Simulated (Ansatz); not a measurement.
Relaxation of Tl3H4 with UKS PBE-D4/def2-SVP.

```sh
$ ansatz run in.yaml --threads 4 --pin off --events-out ev --progress --plain --max-ram 4787MiB
```

```yaml
crystal:
  periodic: [false, false, false]
  atoms:
    - {symbol: Tl, position_ang: [-0.770070, 2.777750, -0.065970]}
    - {symbol: Tl, position_ang: [-0.860800, -2.760090, 0.122390]}
    - {symbol: Tl, position_ang: [2.884080, -0.031010, 0.050500]}
    - {symbol: H, position_ang: [1.312380, 1.724870, -0.056870]}
    - {symbol: H, position_ang: [-1.826280, 0.811510, -0.084750]}
    - {symbol: H, position_ang: [1.214730, -1.703590, 0.011350]}
    - {symbol: H, position_ang: [-1.954050, -0.819430, 0.023340]}
basis:
  gaussian: {orbitals: def2-SVP}
magnetization: {spin_polarized: true, initial_magnetization: 1}
hamiltonian: {xc: pbe, dispersion: d4}
scf: {lower_state_search: "off"}
output: {orbitals: {seedname: orbitals}}
relax: {f_tol: 0.02, max_steps: 100}
```

Run time 29 s (4 threads of Arm Neoverse V2 on a shared host).

Positions (Å) and forces (eV/Å) at steps 1, 2, 3, 4, 5, 6, 7, 8, 9, 10, 11, 12, 13, 14, 15, 16, 17, 18, 19, 20, 21, 22, 23, 24, 25, 26 of 26:

```xyz
7
step=1 energy=-14148.7359 eV
Tl   -0.770    2.778   -0.066    0.306   -0.655   -0.004
Tl   -0.861   -2.760    0.122    0.300    0.648   -0.051
Tl    2.884   -0.031    0.051   -0.769    0.019   -0.039
H     1.312    1.725   -0.057   -0.134   -0.158    0.027
H    -1.826    0.812   -0.085    0.109   -0.764    0.081
H     1.215   -1.704    0.011   -0.116    0.139    0.042
H    -1.954   -0.819    0.023    0.304    0.771   -0.056
7
step=2 energy=-14149.2884 eV
Tl   -0.709    2.596   -0.067    0.123   -0.165   -0.004
Tl   -0.798   -2.584    0.109    0.134    0.143   -0.017
Tl    2.697   -0.028    0.041   -0.280    0.001   -0.018
H     1.278    1.679   -0.051   -0.146   -0.223    0.014
H    -1.781    0.692   -0.069    0.056   -1.193    0.084
H     1.185   -1.661    0.021   -0.131    0.217    0.017
H    -1.872   -0.695    0.014    0.244    1.219   -0.077
7
step=3 energy=-14149.8536 eV
Tl   -0.705    2.509   -0.067    0.046    0.197   -0.004
Tl   -0.790   -2.500    0.103    0.063   -0.231    0.004
Tl    2.639   -0.027    0.038   -0.086   -0.005   -0.011
H     1.245    1.632   -0.048   -0.104   -0.243    0.008
H    -1.743    0.517   -0.054    0.000   -1.366    0.072
H     1.155   -1.616    0.024   -0.094    0.240    0.008
H    -1.801   -0.514    0.003    0.175    1.408   -0.077
7
step=4 energy=-14149.7338 eV rejected
Tl   -0.709    2.493   -0.067    0.422    0.031    0.012
Tl   -0.790   -2.489    0.101    0.435   -0.043    0.004
Tl    2.618   -0.028    0.036   -0.074   -0.008    0.003
H     1.219    1.595   -0.046   -0.264   -0.027   -0.005
H    -1.720    0.335   -0.042    0.105    5.166   -0.293
H     1.131   -1.580    0.026   -0.255    0.029    0.004
H    -1.749   -0.325   -0.008   -0.368   -5.147    0.275
7
step=5 energy=-14150.0201 eV
Tl   -0.681    2.515   -0.066    0.131    0.189    0.094
Tl   -0.763   -2.510    0.103    0.146   -0.215   -0.094
Tl    2.619   -0.028    0.037   -0.023   -0.001   -0.007
H     1.219    1.599   -0.047   -0.127   -0.156   -0.057
H    -1.740    0.427   -0.050   -0.028   -0.331   -0.322
H     1.131   -1.584    0.025   -0.126    0.150    0.075
H    -1.784   -0.419   -0.002    0.026    0.364    0.312
7
step=6 energy=-14150.1332 eV
Tl   -0.644    2.561   -0.035    0.124    0.015    0.075
Tl   -0.721   -2.563    0.072    0.133   -0.022   -0.073
Tl    2.601   -0.029    0.034    0.013   -0.007    0.000
H     1.175    1.546   -0.070   -0.113   -0.051   -0.050
H    -1.735    0.391   -0.137   -0.022    0.181   -0.332
H     1.089   -1.533    0.055   -0.104    0.050    0.056
H    -1.766   -0.371    0.081   -0.031   -0.166    0.324
7
step=7 energy=-14150.2060 eV
Tl   -0.596    2.556    0.008   -0.030   -0.024    0.054
Tl   -0.664   -2.564    0.032   -0.029    0.024   -0.049
Tl    2.610   -0.033    0.033    0.058    0.001    0.002
H     1.134    1.473   -0.097   -0.005   -0.031   -0.052
H    -1.759    0.354   -0.278   -0.015   -0.432    0.159
H     1.056   -1.463    0.086   -0.002    0.027    0.050
H    -1.782   -0.323    0.217    0.024    0.436   -0.164
7
step=8 energy=-14150.2141 eV
Tl   -0.555    2.543    0.051   -0.140   -0.051    0.031
Tl   -0.619   -2.554   -0.009   -0.143    0.050   -0.022
Tl    2.635   -0.034    0.032   -0.027    0.000    0.003
H     1.102    1.417   -0.121    0.122   -0.061   -0.048
H    -1.793    0.220   -0.415    0.023   -0.398    0.749
H     1.027   -1.409    0.113    0.133    0.064    0.038
H    -1.797   -0.182    0.349    0.032    0.396   -0.750
7
step=9 energy=-14150.2776 eV
Tl   -0.611    2.426    0.189    0.065   -0.024    0.003
Tl   -0.681   -2.436   -0.097    0.041    0.015    0.014
Tl    2.635   -0.030    0.033   -0.085    0.021    0.001
H     1.099    1.410   -0.321    0.008   -0.035    0.000
H    -1.749    0.074   -0.436   -0.020    0.070   -0.244
H     1.045   -1.413    0.293    0.013    0.025   -0.006
H    -1.738   -0.031    0.340   -0.021   -0.073    0.232
7
step=10 energy=-14150.2681 eV rejected
Tl   -0.559    2.356    0.203   -0.045    0.048    0.032
Tl   -0.653   -2.370   -0.084   -0.003   -0.055    0.006
Tl    2.625   -0.014    0.030    0.396   -0.049    0.026
H     1.134    1.349   -0.324   -0.161    0.137   -0.082
H    -1.812    0.092   -0.449   -0.018    0.042    0.037
H     1.073   -1.350    0.291   -0.144   -0.108    0.032
H    -1.807   -0.064    0.332   -0.026   -0.016   -0.051
7
step=11 energy=-14150.2852 eV
Tl   -0.585    2.406    0.207    0.029   -0.012    0.016
Tl   -0.664   -2.425   -0.087    0.021    0.012    0.011
Tl    2.638   -0.022    0.035    0.034    0.003    0.009
H     1.105    1.387   -0.339   -0.029    0.007   -0.028
H    -1.777    0.105   -0.447   -0.015    0.020    0.066
H     1.056   -1.393    0.298   -0.022   -0.009    0.007
H    -1.772   -0.057    0.333   -0.018   -0.022   -0.081
7
step=12 energy=-14150.2969 eV
Tl   -0.542    2.350    0.278    0.037   -0.012    0.027
Tl   -0.642   -2.394   -0.074    0.032    0.005    0.017
Tl    2.663   -0.005    0.049    0.068   -0.003    0.018
H     1.107    1.343   -0.420   -0.058    0.039   -0.050
H    -1.826    0.147   -0.463   -0.025   -0.012    0.178
H     1.069   -1.354    0.329   -0.041   -0.038    0.014
H    -1.830   -0.088    0.302   -0.013    0.020   -0.203
7
step=13 energy=-14150.3151 eV
Tl   -0.459    2.319    0.375    0.027   -0.072    0.025
Tl   -0.592   -2.406   -0.040    0.024    0.033    0.017
Tl    2.669    0.024    0.065    0.153   -0.001    0.038
H     1.109    1.322   -0.534   -0.122    0.048   -0.075
H    -1.922    0.253   -0.477    0.001   -0.218    0.461
H     1.104   -1.349    0.380   -0.077   -0.045    0.018
H    -1.909   -0.162    0.229   -0.005    0.253   -0.483
7
step=14 energy=-14150.3525 eV
Tl   -0.380    2.188    0.503    0.088   -0.101   -0.020
Tl   -0.552   -2.378   -0.008    0.057    0.069    0.021
Tl    2.702    0.081    0.109    0.051    0.012    0.032
H     1.058    1.221   -0.687   -0.122    0.079   -0.040
H    -1.995    0.358   -0.483    0.015   -0.338    0.464
H     1.122   -1.290    0.423   -0.052   -0.083    0.030
H    -1.954   -0.180    0.143   -0.035    0.362   -0.487
7
step=15 energy=-14150.3853 eV
Tl   -0.284    2.054    0.609    0.043   -0.026   -0.056
Tl   -0.526   -2.330   -0.001    0.058    0.034    0.021
Tl    2.651    0.154    0.153    0.169   -0.002    0.048
H     1.021    1.228   -0.874   -0.176   -0.029    0.047
H    -2.052    0.429   -0.477    0.006   -0.278    0.331
H     1.194   -1.363    0.523   -0.062   -0.020   -0.036
H    -2.003   -0.172    0.067   -0.038    0.321   -0.355
7
step=16 energy=-14150.4200 eV
Tl   -0.251    1.988    0.666    0.070   -0.088   -0.117
Tl   -0.478   -2.265    0.012    0.098    0.093    0.000
Tl    2.733    0.197    0.180   -0.133   -0.032   -0.009
H     0.930    1.058   -0.891   -0.059    0.016    0.108
H    -2.134    0.514   -0.466    0.009   -0.191    0.187
H     1.266   -1.342    0.522    0.053   -0.038    0.013
H    -2.066   -0.151   -0.023   -0.039    0.240   -0.183
7
step=17 energy=-14150.4765 eV
Tl   -0.233    1.911    0.679   -0.031   -0.011   -0.052
Tl   -0.376   -2.152   -0.013    0.061    0.149   -0.028
Tl    2.751    0.226    0.197   -0.070   -0.043    0.003
H     0.840    0.903   -0.906   -0.040   -0.078    0.054
H    -2.253    0.626   -0.439    0.013   -0.248    0.147
H     1.427   -1.421    0.588    0.102   -0.055    0.012
H    -2.156   -0.094   -0.104   -0.035    0.287   -0.137
7
step=18 energy=-14150.5648 eV
Tl   -0.256    1.877    0.669   -0.068    0.055    0.015
Tl   -0.302   -1.977   -0.052    0.065    0.164   -0.054
Tl    2.760    0.226    0.207    0.000   -0.015    0.032
H     0.757    0.746   -0.888   -0.052   -0.209    0.007
H    -2.333    0.685   -0.421    0.012   -0.271    0.115
H     1.570   -1.503    0.632    0.111   -0.056   -0.005
H    -2.196   -0.054   -0.147   -0.067    0.332   -0.110
7
step=19 energy=-14150.6646 eV
Tl   -0.274    1.861    0.655   -0.059    0.176    0.088
Tl   -0.223   -1.822   -0.095   -0.051    0.057   -0.110
Tl    2.762    0.231    0.228    0.033    0.000    0.065
H     0.677    0.573   -0.857   -0.027   -0.298   -0.041
H    -2.395    0.728   -0.413    0.000   -0.220    0.084
H     1.681   -1.562    0.647    0.189    0.013   -0.002
H    -2.228   -0.009   -0.165   -0.084    0.271   -0.083
7
step=20 energy=-14150.7281 eV
Tl   -0.275    1.919    0.645    0.067    0.031   -0.043
Tl   -0.181   -1.759   -0.159   -0.068   -0.136   -0.033
Tl    2.769    0.254    0.272   -0.025    0.035    0.057
H     0.612    0.392   -0.827    0.010    0.026    0.015
H    -2.438    0.756   -0.404   -0.020   -0.067    0.038
H     1.776   -1.591    0.637    0.091    0.011   -0.015
H    -2.262    0.028   -0.165   -0.055    0.099   -0.020
7
step=21 energy=-14150.7413 eV
Tl   -0.219    1.942    0.539    0.039   -0.013   -0.045
Tl   -0.089   -1.911   -0.236    0.154    0.167    0.044
Tl    2.723    0.342    0.412   -0.157   -0.171    0.000
H     0.602    0.286   -0.827    0.005    0.009    0.035
H    -2.538    0.854   -0.349    0.050   -0.224    0.067
H     1.878   -1.632    0.594   -0.030    0.063   -0.049
H    -2.357    0.119   -0.133   -0.060    0.169   -0.052
7
step=22 energy=-14150.7607 eV
Tl   -0.197    2.000    0.468    0.059   -0.030   -0.014
Tl   -0.070   -1.875   -0.255   -0.039    0.004    0.005
Tl    2.675    0.311    0.464   -0.115   -0.085    0.004
H     0.610    0.294   -0.833    0.036    0.048   -0.002
H    -2.537    0.824   -0.313   -0.010   -0.004   -0.005
H     1.880   -1.650    0.570    0.061    0.095   -0.001
H    -2.361    0.096   -0.101    0.007   -0.027    0.013
7
step=23 energy=-14150.7491 eV rejected
Tl   -0.094    2.026    0.392   -0.194    0.196    0.036
Tl   -0.114   -1.816   -0.285   -0.237   -0.223   -0.068
Tl    2.541    0.323    0.563    0.230   -0.057    0.021
H     0.635    0.293   -0.909    0.041    0.062   -0.066
H    -2.486    0.758   -0.254   -0.055    0.183   -0.056
H     1.829   -1.619    0.536    0.164   -0.001    0.080
H    -2.313    0.035   -0.044    0.052   -0.160    0.052
7
step=24 energy=-14150.7689 eV
Tl   -0.154    2.038    0.427   -0.010   -0.005    0.002
Tl   -0.111   -1.849   -0.271   -0.015    0.014   -0.008
Tl    2.609    0.303    0.510   -0.011   -0.034    0.001
H     0.624    0.317   -0.868    0.008   -0.005   -0.010
H    -2.498    0.776   -0.284   -0.026    0.057   -0.022
H     1.848   -1.636    0.555    0.033    0.026    0.011
H    -2.318    0.051   -0.068    0.022   -0.052    0.026
7
step=25 energy=-14150.7696 eV
Tl   -0.157    2.027    0.424   -0.009    0.008    0.005
Tl   -0.111   -1.838   -0.273   -0.022   -0.010   -0.007
Tl    2.609    0.297    0.514    0.008   -0.004    0.005
H     0.637    0.318   -0.881    0.007   -0.002   -0.010
H    -2.507    0.776   -0.282   -0.016    0.023   -0.013
H     1.852   -1.633    0.559    0.019    0.005    0.005
H    -2.322    0.053   -0.061    0.013   -0.020    0.014
7
step=26 energy=-14150.7699 eV
Tl   -0.161    2.021    0.421   -0.003    0.008    0.004
Tl   -0.112   -1.835   -0.276   -0.004   -0.006    0.001
Tl    2.611    0.295    0.521    0.003    0.002    0.002
H     0.646    0.317   -0.888    0.004   -0.001   -0.004
H    -2.518    0.777   -0.283   -0.005   -0.007   -0.003
H     1.857   -1.633    0.559    0.002   -0.004   -0.002
H    -2.323    0.058   -0.054    0.004    0.008    0.003
```

In the def2 sets Tl takes a core potential; there is no spin–orbit coupling. The relaxation made no stability test and no search for a lower SCF solution. The structure comes from a short search, and lower isomers may exist.
